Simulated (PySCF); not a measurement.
# One molecule, several mistakes: GeH2O2Si

Calculated results; nothing here was measured. They come from PySCF 2.14.0, an open-source quantum chemistry program, on an isolated molecule that a program drew, which may never have been made. The molecule is GeH2O2Si (charge 0, singlet), drawn as the SMILES string `[O]=[Ge]([OH])[SiH]`.

Each row is a Hartree-Fock (HF) and frozen-core CCSD(T) single point in the cc-pV(D+d)Z basis, meant for a local HF minimum. Run 1 is clean. Each other run has one planted mistake out of seven kinds, and not every kind appears here: one electron removed, one electron added, multiplicity raised by two, geometry at a saddle point, minimal basis STO-3G, one bond length entered in bohr, all coordinates scaled. The reference is restricted for singlets and unrestricted otherwise, and also for a bond in bohr. Adding or removing an electron swaps singlet and doublet. Electrons count all cores. HOMO and LUMO are orbital energies over both spins, the gradient is its largest component, and the lowest frequency (negative if imaginary) is given only where the gradient is small. Bond lengths are over the 5 bonds as drawn. T1 is the CCSD diagnostic: over 0.02 (restricted) or 0.045 (unrestricted) a single reference is doubtful. Germanium has the cc-pVDZ-PP basis, with a core potential (ECP10MDF) in place of its 10 inner electrons, and its 3s, 3p and 3d shells are frozen in CCSD(T).

Geometry of the clean run:
```xyz
6
GeH2O2Si, angstrom
O    -0.1115    0.3699   -2.6142
Ge   -0.1906   -0.1780   -1.0917
O    -0.9937   -1.7078   -0.7216
Si    0.6217    0.5385    1.1007
H    -1.3729   -2.1489   -1.4725
H    -0.6838    1.2632    1.3322
```

| run | electrons | basis functions | <S^2> | HOMO (eV) | LUMO (eV) | gradient (hartree/bohr) | lowest frequency (cm^-1) | mean bond (Å) | longest bond (Å) | T1 | HF (hartree) | CCSD(T) (hartree) | mistake |
|---|---|---|---|---|---|---|---|---|---|---|---|---|---|
| 1 | 64 | 84 | 0.000 | -9.80 | -0.82 | 3.3e-05 | 88 | 1.6586 | 2.445 | 0.0259 | -733.13794 | -733.73077 | no fault |
| 2 | 64 | 84 | 2.022 | -9.34 | -1.31 | 2.8e-02 | - | 1.6586 | 2.445 | 0.0325 | -733.11337 | -733.68935 | multiplicity raised by two |
| 3 | 63 | 84 | 1.071 | -15.58 | -5.56 | 1.1e-01 | - | 1.6586 | 2.445 | 0.0645 | -732.86378 | -733.40088 | one electron removed |
| 4 | 64 | 84 | 0.000 | -9.81 | -1.12 | 9.4e-02 | - | 1.8079 | 2.665 | 0.0338 | -733.09399 | -733.71175 | ? |
| 5 | 65 | 84 | 0.769 | -2.49 | 6.68 | 3.6e-02 | - | 1.6586 | 2.445 | 0.0229 | -733.19780 | -733.79331 | ? |

**Which mistake was planted in run 4, and what did it cost?**

The mean and the longest bond both change by the same factor, 1.090, and the gradient is no longer small. So the mistake is: all coordinates scaled. Subtracting run 1 and multiplying by 627.51 kcal/mol a hartree, the energy moved by 27.6 kcal/mol in HF and 11.9 kcal/mol in CCSD(T).

**Which mistake was planted in run 5, and what did it cost?**

It counts 65 electrons, one more than the clean run, at the same geometry and basis. So the mistake is: one electron added. Subtracting run 1 and multiplying by 627.51 kcal/mol a hartree, the energy moved by -37.6 kcal/mol in HF and -39.2 kcal/mol in CCSD(T).

Cautions from the logs. Run 1: T1 is over the limit, so its CCSD(T) energy is less reliable; run 3: T1 is over the limit, so its CCSD(T) energy is less reliable; run 4: T1 is over the limit, so its CCSD(T) energy is less reliable.
